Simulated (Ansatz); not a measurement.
Start from `[OH][GaH][GeH3]` and change one atom or group to get `[GaH2][GeH3]`.

Ansatz, PBE0-D4/def2-TZVP geometries, multiplicity 1. Each molecule was computed in one conformer, which needn't be the lowest.

Scalar relativity is left out up to krypton.

```csv
property,`[OH][GaH][GeH3]`
LUMO energy (B3LYP/def2-TZVPP) / eV,-1.77
HOMO energy (B3LYP/def2-TZVPP) / eV,-7.47
LUMO energy (PBE/def2-TZVPP) / eV,-2.27
size of the dipole moment (ωB97M-V/def2-TZVPP) / D,1.29
size of the dipole moment (PBE/def2-TZVPP) / D,1.15
HOMO energy (PBE/def2-TZVPP) / eV,-6.54
```

Problem. What does the change do to each property? (An estimate is asked.)

Solution. The calculation gave: 
```
                                          property  `[GaH2][GeH3]`  shift
               LUMO energy (B3LYP/def2-TZVPP) / eV           -2.38  -0.61
               HOMO energy (B3LYP/def2-TZVPP) / eV           -7.41   0.06
                 LUMO energy (PBE/def2-TZVPP) / eV           -2.90  -0.63
size of the dipole moment (ωB97M-V/def2-TZVPP) / D            0.34  -0.95
    size of the dipole moment (PBE/def2-TZVPP) / D            0.26  -0.89
                 HOMO energy (PBE/def2-TZVPP) / eV           -6.55  -0.01
```

With PBE0 the HOMO rises by 0.07 eV and the LUMO falls by 0.59 eV, so the gap narrows by about 0.66 eV. PBE moves the HOMO by -0.01 eV and ωB97M-V by 0.09 eV. Dipoles are sizes alone; their direction can turn.

B3LYP here is the variant with VWN-RPA as its local correlation; programs differ in this.
